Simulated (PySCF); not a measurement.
# Unknown compound

Molecular formula: C₆H₁₁NSi₂. Simulated spectra:

¹H NMR (600 MHz, computed): δ 4.72 (s, 6H), 3.88 (s, 2H), 2.17 (s, 3H).

¹³C{¹H} NMR (computed): δ 82.9 (C), 79.2 (C), 78.2 (C), 72.1 (C), 43.6 (CH2), 5.6 (CH3).

- shielding tensors at PBE0/pcSseg-1 (GIAO)
- coordinates at the GFN2-xTB level
- program: PySCF
- no solvent, equivalent nuclei averaged, non-relativistic, a single conformation

References, each an isolated molecule treated in the same way: TMS for ¹H, ¹³C.

Propose a structure and justify it.

## Answers


1. Rings plus π bonds: 4 (no ring in the answer).
2. 6 carbon signals for 6 carbons: no two carbons are equivalent.
3. Carbon types of the structure: 4 × C, 1 × CH2, 1 × CH3, leaving 6 H on heteroatoms.
4. δC 82.9, 79.2, 78.2, 72.1: alkyne carbon; sp carbons lie upfield of alkene carbons because the cylindrical π system leaves one tensor component strongly shielded.
5. δC 43.6: propargylic sp3 CH2 bonded to N; deshielded by the electronegative neighbour.
6. δC 5.6: propargylic methyl carbon; aliphatic region, no heteroatom directly attached.
7. δH 4.72: hydrogen on a silicon bonded to N.
8. δH 3.88: hydrogen on a propargylic sp3 CH2 bonded to N; its carbon carries N, hence the downfield position.
9. δH 2.17: hydrogen on a propargylic methyl carbon.

Structure: `InChI=1S/C6H11NSi2/c1-2-3-4-5-6-7(8)9/h6H2,1,8-9H3`.

The shifts were computed for this structure.

Shifts are as computed. Against solution values, carbons near 30 ppm lie about +3 ppm off and those near 130 ppm about +5 ppm. Of 1211 compounds with measured shifts, 218 miss one by over three times the rms of a fit or turn the order of signals round; such compounds aren't used in these exercises. No couplings were computed; multiplicities are counted from neighbouring protons, with m where these are inequivalent, close in shift, in a saturated or five-membered ring or joined by F or P, and br s for small geminal =CH2 splittings.
